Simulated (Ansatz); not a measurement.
The first iterations of a band of C2H6NSb (10 atoms, charge 0, multiplicity 1).

Method: Ansatz 0.2.0, RKS PBE0/def2-SVP.

```
movable images  : 5
climbing image  : yes
spring          : 5.0 eV/Å²
optimiser       : quadratic models (default)
start path      : through a guess of the saddle point
force threshold : 0.05 eV/Å
iteration limit : 60
end points      : relaxed
```

First end point:

```xyz
10
Properties=species:S:1:pos:R:3
C -0.671 0.030 -1.159
C 0.070 -0.253 -0.075
N 0.231 -1.517 0.466
Sb 1.083 1.293 1.073
H -1.150 -0.771 -1.737
H -0.844 1.055 -1.486
H 1.131 -1.723 0.883
H -0.108 -2.284 -0.107
H 0.588 2.549 0.020
H -0.245 1.570 2.125
```

Last end point:

```xyz
10
Properties=species:S:1:pos:R:3
C -0.939 -0.079 -1.334
C -0.176 -0.076 -0.223
N 0.286 -1.197 0.427
Sb 0.260 1.851 0.661
H -1.209 -1.014 -1.840
H -1.327 0.849 -1.758
H 1.121 -1.101 0.988
H 0.236 -2.074 -0.082
H 1.922 1.462 0.902
H -0.090 1.326 2.262
```

| iteration | highest image above the first end (eV) | largest band force component (eV/Å) |
| --- | --- | --- |
| 1 | 3.981 | 6.461 |
| 2 | 2.757 | 1.654 |
| 3 | 2.278 | 1.098 |
| 4 | 1.696 | 1.177 |
| 5 | 1.351 | 1.972 |
| 6 | 2.013 | 1.080 |
| 7 | 1.892 | 1.209 |
| 8 | 2.025 | 0.220 |

Question: Does the band converge within its limit, and where does its top end?

Answer: It converged. It ended after 25 iterations with the highest image 1.940 eV above the first end. Neighbouring images differ by up to 1.8 eV, so the band resolves the path poorly. A vibrational analysis at the climbing image gives one clearly imaginary mode, 911i cm⁻¹: a first-order saddle point.

The run took 5.8 min on 2 threads of Arm Neoverse V1, on a shared host, peak memory 0.22 GiB.
